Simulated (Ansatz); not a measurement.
Born–Oppenheimer molecular dynamics of a periodic cell of 24 atoms, CS2 (contents 8 CS2, density as packed 1.26 g/cm³ with natural masses). It starts from a partly relaxed structure (largest force component 0.28 eV/Å).

The calculation used Ansatz 0.2.0, DFT PBE-D3(BJ), scalar-relativistic, plane waves, PAW. Settings: accuracy low, cutoff 420 eV, k mesh 1x1x1, fermi-dirac smearing 0.05 eV, no spin polarisation.

```json
{
 "ensemble": "NVT, Langevin thermostat",
 "time step": "1.5 fs",
 "steps asked": "140",
 "set temperature": "400 K",
 "friction": "0.02 /fs",
 "seed": "622408"
}
```

First frame:

```xyz
24
Lattice="9.2832 0.0000 0.0000 0.0000 9.2832 0.0000 0.0000 0.0000 9.2832" Properties=species:S:1:pos:R:3
S 1.795 0.047 9.169
C 2.228 -0.256 7.700
S 2.669 -0.558 6.231
S 6.387 8.122 8.816
C 7.565 7.101 8.948
S 8.736 6.077 9.094
S 4.811 9.076 3.162
C 4.305 7.772 2.462
S 3.806 6.468 1.758
S 7.519 8.432 5.513
C 8.340 8.501 4.181
S 9.157 8.572 2.848
S 4.894 2.100 7.848
C 3.710 2.974 8.361
S 2.517 3.854 8.860
S 9.860 4.042 2.589
C 8.995 4.431 3.833
S 8.126 4.811 5.075
S 3.053 3.826 4.941
C 4.036 4.860 5.570
S 5.009 5.898 6.211
S 7.827 2.173 9.977
C 8.260 2.119 8.475
S 8.685 2.057 6.974
```

**Question.** What does the run give?

**Answer.** The run went to its last step.

* steps done: 140
* time covered: 210 fs
* mean temperature over the second half: 343 K
* spread of the potential energy over the second half: 4.0 meV per atom
* mean potential energy of the second half above the start: 29.2 meV per atom

The mean temperature of the second half is 14 % below the set value. A run of 0.21 ps of so small a system gives no equilibrium averages. Limits of this set-up: coarse k mesh, low accuracy level.

**Question.** What happens to the structure?

**Answer.** Mean squared displacements from the first frame to the last, about the centre of mass: S 0.15 Å², C 0.08 Å². Another seed would give other details.

**Question.** How do temperature and energy run in time?

**Answer.** 
```json
{"time (fs)": "0.0", "T (K)": "383", "potential energy less start (eV)": "0.000"}
{"time (fs)": "16.5", "T (K)": "259", "potential energy less start (eV)": "0.600"}
{"time (fs)": "33.0", "T (K)": "343", "potential energy less start (eV)": "0.463"}
{"time (fs)": "49.5", "T (K)": "324", "potential energy less start (eV)": "0.411"}
{"time (fs)": "66.0", "T (K)": "331", "potential energy less start (eV)": "0.691"}
{"time (fs)": "82.5", "T (K)": "326", "potential energy less start (eV)": "0.799"}
{"time (fs)": "99.0", "T (K)": "330", "potential energy less start (eV)": "0.659"}
{"time (fs)": "115.5", "T (K)": "342", "potential energy less start (eV)": "0.741"}
{"time (fs)": "132.0", "T (K)": "287", "potential energy less start (eV)": "0.834"}
{"time (fs)": "148.5", "T (K)": "307", "potential energy less start (eV)": "0.705"}
{"time (fs)": "165.0", "T (K)": "433", "potential energy less start (eV)": "0.718"}
{"time (fs)": "181.5", "T (K)": "352", "potential energy less start (eV)": "0.546"}
{"time (fs)": "198.0", "T (K)": "341", "potential energy less start (eV)": "0.645"}
```

The run took 13 min on 1 CPU thread of a shared host.
